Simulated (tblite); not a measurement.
Record of a relaxation.

Species: C5H3N2O (doublet state).
Numbering: `[N:1]#[C:2][C:3]1[O:4][CH2:5][C@@H:6]1[C:7]#[N:8]` (hydrogens: H9, H10 on C5; H11 on C6)
Bond orders are those of one Lewis drawing.

Computed with GFN2-xTB (tblite), gas phase: L-BFGS steps from a force-field or distance-geometry start until the largest atomic force falls under 0.01 eV/Å. 8 of its 67 geometries are shown.

Step 0: E = -597.1072 eV, largest atomic force 3.639 eV/Å
```
atom  x, y, z in Å  |  force x, y, z in eV/Å
N1      2.921   -1.190    0.806   -3.469   1.034   0.373
C2      1.800   -0.839    0.946    2.062  -1.103   0.559
C3      0.448   -0.396    1.141    2.114   0.149  -1.115
O4      0.302    0.975    1.314    0.804   0.149   1.794
C5     -0.119    1.139   -0.001   -1.720   1.056   0.066
C6     -0.387   -0.333   -0.129   -0.552  -1.745  -0.292
C7     -1.768   -0.721    0.168   -0.951  -0.371  -0.191
N8     -2.850   -1.047    0.409    1.681   0.561  -0.315
H9     -1.063    1.706   -0.025    0.392   0.524  -0.331
H10     0.701    1.557   -0.577   -0.118  -0.010  -0.430
H11     0.020   -0.848   -0.998   -0.243  -0.245  -0.118
```

Step 9: E = -597.5983 eV, largest atomic force 0.464 eV/Å
```
atom  x, y, z in Å  |  force x, y, z in eV/Å
N1      2.920   -1.279    0.867   -0.326  -0.111   0.311
C2      1.841   -0.898    1.049    0.010   0.078  -0.155
C3      0.572   -0.348    1.056    0.083   0.190  -0.325
O4      0.334    0.991    1.332    0.175  -0.070   0.010
C5     -0.225    1.175    0.030    0.165  -0.036   0.042
C6     -0.372   -0.358   -0.143    0.128  -0.159   0.153
C7     -1.713   -0.780    0.152   -0.344   0.023   0.114
N8     -2.807   -1.018    0.387    0.169  -0.080  -0.021
H9     -1.086    1.844   -0.005   -0.109  -0.224   0.125
H10     0.570    1.538   -0.622   -0.019   0.197  -0.199
H11    -0.028   -0.864   -1.049    0.067   0.194  -0.054
```

Step 19: E = -597.8908 eV, largest atomic force 0.562 eV/Å
```
atom  x, y, z in Å  |  force x, y, z in eV/Å
N1      2.804   -1.668    1.335    0.086  -0.073  -0.035
C2      1.893   -0.996    1.091   -0.527   0.165   0.105
C3      0.784   -0.231    0.836   -0.194  -0.074   0.029
O4      0.597    1.103    1.126    0.140  -0.088  -0.177
C5     -0.292    1.242    0.017   -0.007  -0.086  -0.093
C6     -0.342   -0.285   -0.183    0.182  -0.237   0.069
C7     -1.638   -0.820    0.183    0.034   0.010  -0.024
N8     -2.720   -1.125    0.390    0.311  -0.033   0.067
H9     -1.233    1.736    0.239   -0.032   0.144   0.199
H10     0.225    1.721   -0.812   -0.007   0.290  -0.096
H11    -0.072   -0.676   -1.168    0.012  -0.017  -0.044
```

Step 28: E = -598.0296 eV, largest atomic force 0.326 eV/Å
```
atom  x, y, z in Å  |  force x, y, z in eV/Å
N1      2.574   -1.822    1.564   -0.287   0.151  -0.030
C2      1.760   -1.071    1.207    0.177  -0.117  -0.061
C3      0.846   -0.191    0.710   -0.013   0.049   0.104
O4      0.799    1.169    0.882    0.012  -0.046  -0.053
C5     -0.299    1.287   -0.028    0.028   0.100   0.078
C6     -0.305   -0.239   -0.263    0.084  -0.024   0.015
C7     -1.534   -0.858    0.156   -0.217  -0.114   0.119
N8     -2.551   -1.261    0.487    0.180  -0.025  -0.017
H9     -1.187    1.668    0.482   -0.024   0.047  -0.018
H10    -0.054    1.919   -0.883    0.039  -0.060  -0.007
H11    -0.044   -0.597   -1.260    0.021   0.038  -0.131
```

Step 38: E = -598.0518 eV, largest atomic force 0.132 eV/Å
```
atom  x, y, z in Å  |  force x, y, z in eV/Å
N1      2.427   -1.887    1.647    0.033  -0.033  -0.003
C2      1.723   -1.078    1.204   -0.053  -0.010   0.012
C3      0.873   -0.166    0.662   -0.017   0.067   0.002
O4      0.850    1.195    0.815    0.001   0.018  -0.021
C5     -0.299    1.313   -0.028   -0.033   0.016   0.003
C6     -0.303   -0.212   -0.280   -0.024   0.015  -0.027
C7     -1.487   -0.900    0.167   -0.074   0.001   0.066
N8     -2.453   -1.383    0.542    0.126  -0.004  -0.039
H9     -1.157    1.696    0.530   -0.006  -0.012  -0.010
H10    -0.113    1.938   -0.904    0.071  -0.004   0.044
H11    -0.056   -0.513   -1.302   -0.026  -0.053  -0.028
```

Step 47: E = -598.0571 eV, largest atomic force 0.067 eV/Å
```
atom  x, y, z in Å  |  force x, y, z in eV/Å
N1      2.393   -1.903    1.644    0.010  -0.001  -0.007
C2      1.702   -1.080    1.205   -0.012  -0.033   0.004
C3      0.872   -0.155    0.653   -0.011   0.012   0.008
O4      0.843    1.202    0.825   -0.012  -0.003  -0.007
C5     -0.295    1.327   -0.032   -0.015  -0.005  -0.007
C6     -0.306   -0.198   -0.286   -0.019   0.002   0.005
C7     -1.473   -0.901    0.183   -0.034  -0.034   0.001
N8     -2.409   -1.437    0.560    0.058   0.031   0.010
H9     -1.159    1.716    0.513    0.010  -0.009  -0.024
H10    -0.079    1.950   -0.901    0.007   0.009   0.000
H11    -0.083   -0.519   -1.310    0.018   0.031   0.017
```

Step 57: E = -598.0584 eV, largest atomic force 0.021 eV/Å
```
atom  x, y, z in Å  |  force x, y, z in eV/Å
N1      2.393   -1.908    1.629   -0.005  -0.004   0.000
C2      1.693   -1.085    1.204    0.000   0.003  -0.005
C3      0.861   -0.157    0.661   -0.005   0.006   0.001
O4      0.828    1.200    0.841   -0.008   0.003   0.004
C5     -0.296    1.330   -0.036   -0.005  -0.008  -0.002
C6     -0.309   -0.195   -0.290    0.000   0.002  -0.002
C7     -1.472   -0.902    0.185    0.020   0.000  -0.006
N8     -2.393   -1.446    0.584    0.002   0.011   0.003
H9     -1.167    1.728    0.489    0.005  -0.008   0.003
H10    -0.057    1.950   -0.902    0.001   0.000   0.000
H11    -0.076   -0.511   -1.312   -0.005  -0.004   0.005
```

Step 66: E = -598.0585 eV, largest atomic force 0.009 eV/Å
```
atom  x, y, z in Å  |  force x, y, z in eV/Å
N1      2.385   -1.913    1.627   -0.001  -0.003   0.000
C2      1.691   -1.086    1.203    0.008   0.001   0.004
C3      0.863   -0.154    0.659   -0.006   0.001  -0.004
O4      0.823    1.202    0.845   -0.003  -0.004  -0.003
C5     -0.297    1.330   -0.036   -0.007  -0.004  -0.002
C6     -0.305   -0.194   -0.293   -0.005   0.003  -0.002
C7     -1.465   -0.902    0.186    0.008   0.004  -0.001
N8     -2.386   -1.441    0.592   -0.002   0.000   0.001
H9     -1.172    1.723    0.486    0.005  -0.002   0.000
H10    -0.057    1.951   -0.901    0.003   0.004   0.001
H11    -0.073   -0.512   -1.315    0.001   0.001   0.005
```

Task: Summarise the path.

Result: The energy falls by 91.79 kJ/mol from step 0 to step 66; nine tenths of that is first reached at step 22. It rises by more than 0.2 meV at steps 1 and 17. The largest force goes from 3.639 to 0.009 eV/Å. Among the bonds C2–C3 changes most, from 1.437 to 1.360 Å; the atoms move by 0.647 Å rms after alignment.

The cost below is that of the whole relaxation. On one thread, Arm Neoverse V2 (aarch64) (shared host), this took 0.24 s of wall time.
